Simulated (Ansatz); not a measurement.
Consider the cleavage of the As–Sn bond: `[F][SnH2][AsH2]` + `CN[SiH3]` → `CN([SiH3])[AsH2]` + `[F][SnH3]`.

Isolated molecules relaxed with PBE0-D4/def2-TZVP in Ansatz; ΔE leaves out vibrations. CCSD(T)/CBS adds triple-zeta CCSD(T) − MP2 to the extrapolated MP2 energy (def2 sets, frozen cores). DFT in def2-TZVPP. B3LYP here is the variant with VWN-RPA as its local correlation; programs differ in this. Elements past krypton have def2 core potentials. For As, Sn outer-core shells are correlated without core-valence functions, which leaves a few kJ/mol of doubt a bond. Scalar relativity is left out up to krypton.

`[F][SnH2][AsH2]`:

Cartesian coordinates in Å:
```
F -1.446 -1.922 0.079
Sn -0.784 -0.130 0.361
As 1.202 0.072 -1.291
H -2.098 0.878 -0.049
H -0.411 -0.099 2.026
H 2.185 -0.343 -0.205
H 1.351 1.545 -0.921
```

`CN[SiH3]`:

Cartesian coordinates in Å:
```
C 0.110 1.392 -0.059
N -0.637 0.154 0.002
Si 0.111 -1.385 0.127
H -0.492 2.229 0.305
H 0.986 1.322 0.591
H 0.468 1.644 -1.067
H -1.535 0.201 -0.453
H 1.006 -1.382 1.316
H 0.954 -1.783 -1.043
H -0.970 -2.393 0.280
```

`CN([SiH3])[AsH2]`:

Z-matrix (Å, degrees):
```
C
N 1 1.455
H 1 1.094 2 110.6
H 1 1.094 2 109.7 3 118.4
H 1 1.098 2 113.5 3 -121.2
Si 2 1.724 1 120.0 3 -158.7
As 2 1.854 1 114.5 3 45.0
H 6 1.494 2 113.6 1 -80.5
H 6 1.485 2 108.7 1 159.5
H 6 1.489 2 108.1 1 39.3
H 7 1.525 2 95.9 1 -162.0
H 7 1.538 2 99.9 1 105.8
```

`[F][SnH3]`:

Cartesian coordinates in Å:
```
F 1.017 -1.475 0.178
Sn -0.071 0.103 -0.012
H -1.310 -0.354 -1.084
H 0.981 1.281 -0.643
H -0.617 0.444 1.561
```

| level | ΔE (kJ/mol) | difference from CCSD(T)/CBS |
| --- | --- | --- |
| PBE0-D4 | 96.8 | 2.5 |
| ωB97M-V | 89.3 | -5.0 |
| PBE | 101.8 | 7.5 |
| PBE0 | 101.3 | 7.0 |
| B3LYP | 100.7 | 6.4 |
| SCS-MP2/def2-TZVPP | 80.4 | -13.9 |
| MP2/def2-QZVPP | 90.6 | -3.7 |
| SCS-MP2/def2-QZVPP | 86.6 | -7.7 |
| HF/CBS(def2) | 91.8 | -2.5 |
| CCSD/CBS(def2) | 96.3 | 2.0 |
| CCSD(T)/CBS | 94.3 | 0 |

Largest T1 diagnostic among the species: 0.014.

In def2-TZVPP, CCSD(T) changes the Hartree–Fock value by −10.3 kJ/mol (the triples alone add −1.9 kJ/mol) and MP2 by −8.6 kJ/mol. The D4 term adds −8.6 kJ/mol with B3LYP and −4.5 kJ/mol with PBE0; it sums over pairs of atoms, weighted by their polarisabilities, and B3LYP, whose exchange is more repulsive, gets the larger term.
